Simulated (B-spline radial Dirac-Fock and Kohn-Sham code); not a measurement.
Dipole and non-dipole photoemission parameters of Fe⁷⁺ 3d5/2

System: the Fe⁷⁺ ion, [Ar] 3d1; threshold 148.6 eV (orbital energy of the model). Method: Dirac-Hartree-Slater photoionisation with a Latter tail; cross sections with all multipoles, angular parameters from the dipole term and its interference with E2. Computed with a radial B-spline solver.

```
hν (eV)    σ (kb)      β       γ      δ
    186       270  1.015  -0.007  0.015
    200       224  1.079   0.006  0.017
    400      31.7  1.280   0.187  0.034
    419      27.6  1.276   0.201  0.035
    513      14.7  1.244   0.261  0.041
    626      7.80  1.193   0.320  0.049
    645      7.08  1.185   0.329  0.050
    675      6.10  1.171   0.343  0.052
    800      3.49  1.114   0.393  0.060
    944      2.00  1.054   0.443  0.070
    975      1.79  1.041   0.453  0.072
   1150         ?      ?       ?      ?
 1253.6     0.744  0.941   0.529  0.092
   1800     0.200  0.798   0.635  0.129
   1920     0.157  0.773   0.653  0.137
   2000     0.134  0.758   0.665  0.143
   2130     0.106  0.734   0.683  0.151
   2410    0.0658  0.690   0.718  0.170
   2420    0.0647  0.688   0.719  0.170
 2984.4    0.0284  0.615   0.777  0.206
   4000   0.00866  0.521   0.845  0.265
   4890   0.00377  0.461   0.885  0.313
   5830   0.00179  0.412   0.913  0.360
   5930   0.00167  0.407   0.915  0.365
   9100  0.000261  0.308   0.948  0.505
   9600  0.000207  0.299   0.949  0.525
```

Problem. Give the values at 1150 eV.

Solution. σ = 1.01 kb, β = 0.976, γ = 0.503, δ = 0.084.
